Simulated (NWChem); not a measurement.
System: TeF4; SMILES F[Te](F)(F)F

The following NWChem deck was run.

```
start job
memory heap 200 mb stack 900 mb global 1100 mb
geometry units angstroms noautosym nocenter noautoz
  Te     0.000000     0.000000     0.263377
  F      1.767003     0.011780    -0.479892
  F      0.011780    -1.767003    -0.479892
  F     -1.767003    -0.011780    -0.479892
  F     -0.011780     1.767003    -0.479892
end
basis spherical
  * library def2-svp
end
ecp
  Te library def2-ecp
end
dft
  xc pbe0
  iterations 150
  vectors input atomic output neutral.movecs
end
task dft energy
charge 1
dft
  odft
  mult 2
  vectors input atomic output cation.movecs
end
task dft energy
```

All runs use the structure optimised with PBE0/def2-SVP. Not confirmed as a minimum by frequencies. def2 effective core potentials on Te; no spin-orbit coupling.

Ions are spin-unrestricted doublets at the neutral geometry; other ion states weren't tried.

Task: Predict the main results of this run. (PBE0/def2-SVP with def2 effective core potentials on Te, vertical spin-unrestricted ions.) Quantities: vertical ionisation energy, ΔSCF (eV); −ε(HOMO) (eV).

Result: 
```json
{
 "vertical ionisation energy, ΔSCF (eV)": "12.93",
 "−ε(HOMO) (eV)": "10.40"
}
```
